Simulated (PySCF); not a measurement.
SiI4, optimised at PBE0/def2-TZVP:

```xyz
5

Si    -0.0148     0.0094    -0.0166
I     -0.0154     0.9690    -2.2504
I     -0.0216    -2.4165    -0.1767
I      1.9739     0.7370     1.1776
I     -1.9966     0.7474     1.1827
```

Method: PySCF energies (xtb for GFN2) plus ideal-gas RRHO corrections (1 bar). All species are closed-shell singlets. I: scalar-relativistic def2 core potential, no spin-orbit coupling.

Problem. List the harmonic frequencies (cm⁻¹, unscaled) at this level and at the other levels, each on its own geometry.

Solution. 
- PBE0/def2-TZVP: 58, 58, 92, 92, 92, 170, 412, 412, 412
- GFN2-xTB: 53, 53, 82, 82, 82, 174, 439, 439, 440
- PBE/def2-SVP: 56, 56, 88, 88, 88, 161, 393, 393, 393
